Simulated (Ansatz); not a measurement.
Reaction (redistribution): `O[SiH](F)[SiH2]F` + `[OH][InH][OH]` → `O[SiH2][SiH2]F` + `[OH][In]([OH])[F]`

Program: Ansatz. Geometries: PBE0-D4/def2-TZVP. ΔE: electronic, gas phase. CCSD(T)/CBS adds triple-zeta CCSD(T) − MP2 to the extrapolated MP2 energy (def2 sets, frozen cores). This one scheme is used for every species. Functionals use def2-TZVPP. B3LYP here is the variant with VWN-RPA as its local correlation; programs differ in this. def2 core potentials past Kr. For In outer-core shells are correlated without core-valence functions, which leaves a few kJ/mol of doubt a bond. One conformer a species, not always the lowest.

```
          level  ΔE (eV)
         PBE-D4     1.05
      r2SCAN-D4     1.14
       B3LYP-D4     1.12
         B2PLYP     1.10
            PBE     1.04
         r2SCAN     1.13
CCSD/def2-TZVPP     1.14
   HF/CBS(def2)     1.13
```

Problem. What does CCSD(T)/CBS give? (Estimate.)

Solution. Ansatz gave: +1.10 eV. The listed levels differ from it by -0.05, 0.04, 0.02, 0.00, -0.06, 0.03, 0.04, 0.03 eV.

Largest T1 diagnostic among the species: 0.017.

From PBE to PBE0 (25 % exact exchange), in def2-TZVPP and without D4, ΔE moves by +0.06 eV.
